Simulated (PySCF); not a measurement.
Ga(Cl)2(NH3) (Cl₂GaH₃N), SMILES [NH3]->[Ga+]([Cl])[Cl] (connectivity only; charge and spin as stated), charge +1, multiplicity 1. Atoms are numbered in the order given.

```xyz
7

Ga    -0.0003    -0.0327    -0.0090
Cl     1.4043     0.9927    -1.1808
Cl    -1.4076     0.3192     1.5058
N      0.0071    -2.0169    -0.4952
H     -0.5635    -2.2060    -1.3397
H     -0.3821    -2.6026     0.2653
H      0.9614    -2.3615    -0.7045
```
Charge +1, spin multiplicity 1.

Coordinates come from a PBE-D3(BJ)/def2-SVP optimisation. The spin state was assumed, not searched. The isomer is the one that the SMILES or the coordinates give; other isomers of the formula were not compared.

Method: PBE-D3(BJ)/def2-SVP (PySCF).

Frequencies are harmonic and unscaled.

```tsv
mode	ν (cm⁻¹)	IR (km/mol)	moving atoms (share of kinetic energy)
1	13	0.1	H 99 %
2	112	15.9	Cl 64 %, Ga 30 %
3	119	0.3	Ga 54 %, Cl 31 %, N 9 %
4	124	3.7	N 45 %, Cl 23 %, H 23 %, Ga 9 %
5	391	3.1	Cl 78 %, N 18 %
6	441	18.0	N 50 %, Ga 25 %, Cl 13 %, H 12 %
7	516	46.8	Cl 54 %, Ga 45 %
8	699	30.7	H 86 %, N 13 %
9	727	68.7	H 82 %, N 16 %
10	1278	133.2	H 84 %, N 16 %
11	1557	38.8	H 95 %
12	1561	29.5	H 96 %
13	3328	92.2	H 98 %
14	3428	119.9	H 92 %, N 8 %
15	3438	111.1	H 92 %, N 8 %
```
